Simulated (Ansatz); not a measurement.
**Molecular dynamics of H9NSSi2**

input.yaml

```yaml
crystal:
  periodic: [false, false, false]
  atoms:
    - { symbol: Si, position_ang: [-0.227128, 0.503618, -0.49532] }
    - { symbol: Si, position_ang: [0.20837, -1.518149, 1.045943] }
    - { symbol: H, position_ang: [1.244382, 0.433813, -0.859872] }
    - { symbol: H, position_ang: [-1.577848, 0.626816, 0.187123] }
    - { symbol: "N", position_ang: [-0.816887, 0.58669, -2.120924] }
    - { symbol: H, position_ang: [0.342774, 0.332547, 1.3339] }
    - { symbol: S, position_ang: [0.372185, 2.009753, 1.358565] }
    - { symbol: H, position_ang: [1.634628, -1.855671, 1.408888] }
    - { symbol: H, position_ang: [-0.695891, -1.78388, 2.224234] }
    - { symbol: H, position_ang: [-0.19598, -2.499786, -0.035586] }
    - { symbol: H, position_ang: [-1.810318, 0.650673, -2.355736] }
    - { symbol: H, position_ang: [-0.210039, 0.567385, -2.943859] }
    - { symbol: H, position_ang: [1.731755, 1.946092, 1.25254] }
basis:
  gaussian: { orbitals: def2-SVP }
hamiltonian:
  xc: pbe
md:
  timestep: 0.5
  n_steps: 200
  ensemble: nve
  temperature: 300.0
  initial_velocities: maxwell_boltzmann
  seed: 11501
```

Launched with:

```bash
$ ansatz run input.yaml --threads 2 --pin off --max-ram 3072MiB --backend cpu --events-out ev --progress --plain --runs-dir out
```

It starts at the highest image of a converged band. Of that band: Neighbouring images differ by up to 1.4 eV, so the band resolves the path poorly. A vibrational analysis at the climbing image gives one clearly imaginary mode, 726i cm⁻¹: a first-order saddle point.

Output, in part (one step line in 4, the closing report, with atoms numbered from 0):

```
md step     0: t =     0.00 fs  T =   300.0 K  F+E_penalty+E_count = -28201.20224617 eV  E_kin = 0.426558 eV  conserved = -28200.77568817 eV  (29 SCF iters)
md step     4: t =     2.00 fs  T =   261.7 K  F+E_penalty+E_count = -28201.14717544 eV  E_kin = 0.372032 eV  conserved = -28200.77514330 eV  (29 SCF iters)
md step     8: t =     4.00 fs  T =   211.9 K  F+E_penalty+E_count = -28201.07629513 eV  E_kin = 0.301351 eV  conserved = -28200.77494371 eV  (30 SCF iters)
md step    12: t =     6.00 fs  T =   194.2 K  F+E_penalty+E_count = -28201.05103174 eV  E_kin = 0.276078 eV  conserved = -28200.77495404 eV  (31 SCF iters)
md step    16: t =     8.00 fs  T =   201.9 K  F+E_penalty+E_count = -28201.06229029 eV  E_kin = 0.287015 eV  conserved = -28200.77527543 eV  (30 SCF iters)
md step    20: t =    10.00 fs  T =   192.5 K  F+E_penalty+E_count = -28201.04886006 eV  E_kin = 0.273726 eV  conserved = -28200.77513423 eV  (29 SCF iters)
md step    24: t =    12.00 fs  T =   197.3 K  F+E_penalty+E_count = -28201.05505307 eV  E_kin = 0.280489 eV  conserved = -28200.77456454 eV  (29 SCF iters)
md step    28: t =    14.00 fs  T =   284.4 K  F+E_penalty+E_count = -28201.17964851 eV  E_kin = 0.404414 eV  conserved = -28200.77523494 eV  (30 SCF iters)
md step    32: t =    16.00 fs  T =   368.9 K  F+E_penalty+E_count = -28201.30004974 eV  E_kin = 0.524548 eV  conserved = -28200.77550211 eV  (30 SCF iters)
md step    36: t =    18.00 fs  T =   402.2 K  F+E_penalty+E_count = -28201.34714719 eV  E_kin = 0.571879 eV  conserved = -28200.77526826 eV  (29 SCF iters)
md step    40: t =    20.00 fs  T =   429.0 K  F+E_penalty+E_count = -28201.38473992 eV  E_kin = 0.609952 eV  conserved = -28200.77478759 eV  (29 SCF iters)
md step    44: t =    22.00 fs  T =   509.2 K  F+E_penalty+E_count = -28201.49939884 eV  E_kin = 0.723980 eV  conserved = -28200.77541867 eV  (28 SCF iters)
md step    48: t =    24.00 fs  T =   561.8 K  F+E_penalty+E_count = -28201.57453725 eV  E_kin = 0.798870 eV  conserved = -28200.77566696 eV  (29 SCF iters)
md step    52: t =    26.00 fs  T =   554.8 K  F+E_penalty+E_count = -28201.56381743 eV  E_kin = 0.788826 eV  conserved = -28200.77499171 eV  (28 SCF iters)
md step    56: t =    28.00 fs  T =   589.9 K  F+E_penalty+E_count = -28201.61362404 eV  E_kin = 0.838752 eV  conserved = -28200.77487217 eV  (28 SCF iters)
md step    60: t =    30.00 fs  T =   686.8 K  F+E_penalty+E_count = -28201.75209422 eV  E_kin = 0.976604 eV  conserved = -28200.77549044 eV  (28 SCF iters)
md step    64: t =    32.00 fs  T =   754.3 K  F+E_penalty+E_count = -28201.84798114 eV  E_kin = 1.072477 eV  conserved = -28200.77550400 eV  (27 SCF iters)
md step    68: t =    34.00 fs  T =   779.1 K  F+E_penalty+E_count = -28201.88291881 eV  E_kin = 1.107814 eV  conserved = -28200.77510528 eV  (27 SCF iters)
md step    72: t =    36.00 fs  T =   813.0 K  F+E_penalty+E_count = -28201.93121742 eV  E_kin = 1.155958 eV  conserved = -28200.77525900 eV  (29 SCF iters)
md step    76: t =    38.00 fs  T =   850.4 K  F+E_penalty+E_count = -28201.98434787 eV  E_kin = 1.209121 eV  conserved = -28200.77522682 eV  (28 SCF iters)
md step    80: t =    40.00 fs  T =   897.4 K  F+E_penalty+E_count = -28202.05131040 eV  E_kin = 1.276003 eV  conserved = -28200.77530723 eV  (27 SCF iters)
md step    84: t =    42.00 fs  T =   943.4 K  F+E_penalty+E_count = -28202.11680165 eV  E_kin = 1.341414 eV  conserved = -28200.77538739 eV  (28 SCF iters)
md step    88: t =    44.00 fs  T =   980.9 K  F+E_penalty+E_count = -28202.16976723 eV  E_kin = 1.394659 eV  conserved = -28200.77510841 eV  (27 SCF iters)
md step    92: t =    46.00 fs  T =  1036.2 K  F+E_penalty+E_count = -28202.24871403 eV  E_kin = 1.473382 eV  conserved = -28200.77533162 eV  (27 SCF iters)
md step    96: t =    48.00 fs  T =  1066.2 K  F+E_penalty+E_count = -28202.29165459 eV  E_kin = 1.515983 eV  conserved = -28200.77567131 eV  (27 SCF iters)
md step   100: t =    50.00 fs  T =  1030.2 K  F+E_penalty+E_count = -28202.24004825 eV  E_kin = 1.464823 eV  conserved = -28200.77522539 eV  (27 SCF iters)
md step   104: t =    52.00 fs  T =  1001.0 K  F+E_penalty+E_count = -28202.19810176 eV  E_kin = 1.423299 eV  conserved = -28200.77480233 eV  (28 SCF iters)
md step   108: t =    54.00 fs  T =  1047.2 K  F+E_penalty+E_count = -28202.26411785 eV  E_kin = 1.488927 eV  conserved = -28200.77519039 eV  (28 SCF iters)
md step   112: t =    56.00 fs  T =  1106.6 K  F+E_penalty+E_count = -28202.34932220 eV  E_kin = 1.573484 eV  conserved = -28200.77583843 eV  (28 SCF iters)
md step   116: t =    58.00 fs  T =  1090.7 K  F+E_penalty+E_count = -28202.32591924 eV  E_kin = 1.550881 eV  conserved = -28200.77503787 eV  (27 SCF iters)
md step   120: t =    60.00 fs  T =  1097.1 K  F+E_penalty+E_count = -28202.33482321 eV  E_kin = 1.559928 eV  conserved = -28200.77489487 eV  (27 SCF iters)
md step   124: t =    62.00 fs  T =  1142.2 K  F+E_penalty+E_count = -28202.39979429 eV  E_kin = 1.624005 eV  conserved = -28200.77578954 eV  (27 SCF iters)
md step   128: t =    64.00 fs  T =  1115.1 K  F+E_penalty+E_count = -28202.36087487 eV  E_kin = 1.585503 eV  conserved = -28200.77537191 eV  (27 SCF iters)
md step   132: t =    66.00 fs  T =  1071.4 K  F+E_penalty+E_count = -28202.29821182 eV  E_kin = 1.523385 eV  conserved = -28200.77482704 eV  (27 SCF iters)
md step   136: t =    68.00 fs  T =  1095.7 K  F+E_penalty+E_count = -28202.33298751 eV  E_kin = 1.557897 eV  conserved = -28200.77509057 eV  (28 SCF iters)
md step   140: t =    70.00 fs  T =  1144.3 K  F+E_penalty+E_count = -28202.40265746 eV  E_kin = 1.627033 eV  conserved = -28200.77562481 eV  (28 SCF iters)
md step   144: t =    72.00 fs  T =  1139.8 K  F+E_penalty+E_count = -28202.39582064 eV  E_kin = 1.620567 eV  conserved = -28200.77525365 eV  (27 SCF iters)
md step   148: t =    74.00 fs  T =  1119.2 K  F+E_penalty+E_count = -28202.36650585 eV  E_kin = 1.591303 eV  conserved = -28200.77520269 eV  (27 SCF iters)
md step   152: t =    76.00 fs  T =  1107.1 K  F+E_penalty+E_count = -28202.34947064 eV  E_kin = 1.574193 eV  conserved = -28200.77527759 eV  (27 SCF iters)
md step   156: t =    78.00 fs  T =  1098.7 K  F+E_penalty+E_count = -28202.33759593 eV  E_kin = 1.562226 eV  conserved = -28200.77536968 eV  (27 SCF iters)
md step   160: t =    80.00 fs  T =  1085.0 K  F+E_penalty+E_count = -28202.31793336 eV  E_kin = 1.542725 eV  conserved = -28200.77520883 eV  (27 SCF iters)
md step   164: t =    82.00 fs  T =  1084.8 K  F+E_penalty+E_count = -28202.31754788 eV  E_kin = 1.542430 eV  conserved = -28200.77511835 eV  (27 SCF iters)
md step   168: t =    84.00 fs  T =  1108.2 K  F+E_penalty+E_count = -28202.35082124 eV  E_kin = 1.575773 eV  conserved = -28200.77504779 eV  (27 SCF iters)
md step   172: t =    86.00 fs  T =  1152.8 K  F+E_penalty+E_count = -28202.41447069 eV  E_kin = 1.639085 eV  conserved = -28200.77538602 eV  (27 SCF iters)
md step   176: t =    88.00 fs  T =  1162.2 K  F+E_penalty+E_count = -28202.42825350 eV  E_kin = 1.652453 eV  conserved = -28200.77580033 eV  (27 SCF iters)
md step   180: t =    90.00 fs  T =  1103.0 K  F+E_penalty+E_count = -28202.34329979 eV  E_kin = 1.568371 eV  conserved = -28200.77492841 eV  (27 SCF iters)
md step   184: t =    92.00 fs  T =  1095.4 K  F+E_penalty+E_count = -28202.33249259 eV  E_kin = 1.557436 eV  conserved = -28200.77505625 eV  (27 SCF iters)
md step   188: t =    94.00 fs  T =  1130.1 K  F+E_penalty+E_count = -28202.38246672 eV  E_kin = 1.606810 eV  conserved = -28200.77565685 eV  (27 SCF iters)
md step   192: t =    96.00 fs  T =  1113.4 K  F+E_penalty+E_count = -28202.35839755 eV  E_kin = 1.583060 eV  conserved = -28200.77533803 eV  (27 SCF iters)
md step   196: t =    98.00 fs  T =  1081.3 K  F+E_penalty+E_count = -28202.31209190 eV  E_kin = 1.537400 eV  conserved = -28200.77469178 eV  (28 SCF iters)
md step   200: t =   100.00 fs  T =  1112.1 K  F+E_penalty+E_count = -28202.35654294 eV  E_kin = 1.581228 eV  conserved = -28200.77531456 eV  (29 SCF iters)
Total energy: -28202.35658815 eV, -1036.4174883707 hartree
Atom 0 at    -0.471764     0.287674    -1.206761 Å, force    -0.105091    -0.214190     1.796791 eV/Å
Atom 1 at     0.064638    -1.293984     0.560306 Å, force    -0.689589    -0.028626     0.316817 eV/Å
Atom 2 at     0.896288     0.823956    -1.467469 Å, force     0.076608     0.275418    -0.379076 eV/Å
Atom 3 at    -1.465910     1.371809    -0.763006 Å, force     0.375527    -0.246736    -0.187372 eV/Å
Atom 4 at    -1.060789    -0.615133    -2.527938 Å, force    -0.861115     0.018176    -0.662955 eV/Å
Atom 5 at     0.817791     3.099367     1.437655 Å, force     0.106289     0.157114    -0.240368 eV/Å
Atom 6 at     0.814646     2.458938     2.625543 Å, force    -0.404372    -0.237997     0.276947 eV/Å
Atom 7 at     1.392454    -0.933364     1.190086 Å, force    -0.154935    -0.076336     0.164513 eV/Å
Atom 8 at    -1.026827    -1.691876     1.619021 Å, force     0.658536     0.479983    -0.463820 eV/Å
Atom 9 at     0.255496    -2.610085    -0.153317 Å, force     0.144962    -0.010256    -0.132890 eV/Å
Atom 10 at    -1.977653    -1.077505    -2.521794 Å, force     0.304542     0.115863    -0.001763 eV/Å
Atom 11 at    -0.435301    -0.990374    -3.222874 Å, force     0.284701    -0.287805    -0.408167 eV/Å
Atom 12 at     2.144387     2.610751     2.805325 Å, force     0.263938     0.055392    -0.078656 eV/Å
Dipole moment:     0.082988     0.109773    -0.444375 e Å
```

The run went to its last step. The conserved energy stayed within 0.087 meV per atom of its start (net change 0.029 meV per atom), so the integration is sound. The kinetic energy rose, since the run started high on the potential surface and went downhill. It ends in pieces (H2S + H7NSi2), so much of that is their flight and rotation, not heat. A run of 0.1 ps of so small a system gives no equilibrium averages. The orbitals stay closed-shell, which can raise the energy where a bond breaks towards radicals; this wasn't checked here.

Between its relaxed ends the band would form Si1–S7, Si2–H6 and break Si1–Si2, H6–S7. These pairs go: Si1–S7 2.46 → 4.59 Å, Si2–H6 1.88 → 4.54 Å, Si1–Si2 2.58 → 2.43 Å, H6–S7 1.68 → 1.35 Å. In the last frame they stand as before the step (other bonds may differ from the relaxed reactants and products). It ends as H2S + H7NSi2. Pairs count as bonded within 1.25 times the sum of covalent radii (0.12 Å more for H–H).

Last frame:

```xyz
13
Properties=species:S:1:pos:R:3
Si -0.472 0.288 -1.207
Si 0.065 -1.294 0.560
H 0.896 0.824 -1.468
H -1.466 1.372 -0.763
N -1.061 -0.615 -2.528
H 0.818 3.099 1.438
S 0.815 2.459 2.626
H 1.393 -0.933 1.190
H -1.027 -1.692 1.619
H 0.256 -2.610 -0.153
H -1.978 -1.077 -2.522
H -0.435 -0.990 -3.223
H 2.144 2.611 2.805
```

Run time: 2.4 min on 2 threads of AMD EPYC 9R45 96-Core Processor (Zen 5), on a shared host, peak memory 0.18 GiB.
